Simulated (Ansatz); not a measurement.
System: B$_{2}$H$_{6}$, net charge -2, singlet state. It need not be the lowest isomer of its formula. SMILES: [BH3-][BH3-]
Structure (B3LYP-D3(BJ)/def2-TZVP (Ansatz, an electronic-structure program) minimum search):
```
B
H 1 1.2675
H 1 1.2675 2 105.45
H 1 1.2675 2 105.45 3 -111.30
B 1 1.8134 2 113.24 3 124.35
H 5 1.2675 1 113.24 2 -180.00
H 5 1.2675 6 105.45 1 124.35
H 5 1.2675 6 105.45 7 111.30
```
Charge -2, spin multiplicity 1.

Quantity: vertical ionisation energy (to the doublet state of charge -1; each state is the SCF solution reached for its spin; the molecule has degenerate orbitals, so one determinant may break the symmetry), in eV. Cores are frozen in the correlated levels unless marked. Open shells are spin-unrestricted. Spin-orbit coupling is left out. No relativistic terms. Anions need diffuse functions: aug- sets have them; def2-D sets add few. CBS marks a two-point X^-3 extrapolation of the correlation energy; Hartree-Fock from the larger set. The bracket is a focal-point correction in the basis named.

RI-MP2/CBS(def2-TZVPPD,def2-QZVPPD)+[CCSD(T)-MP2]/def2-TZVPPD (Ansatz) gives -2.62 eV.

**Question.** Another calculation gave -2.80 eV. Which level was it?
(A) SVWN5/def2-TZVPD (Ansatz)
(B) wB97M-V/def2-TZVPD (Ansatz)
(C) BHLYP/def2-TZVPD (Ansatz)
(D) PBE0/def2-TZVPD (Ansatz)

**Answer.** D, PBE0/def2-TZVPD (Ansatz). The others give -2.57 (wB97M-V), -2.94 (BHLYP), -2.44 (SVWN5) eV.
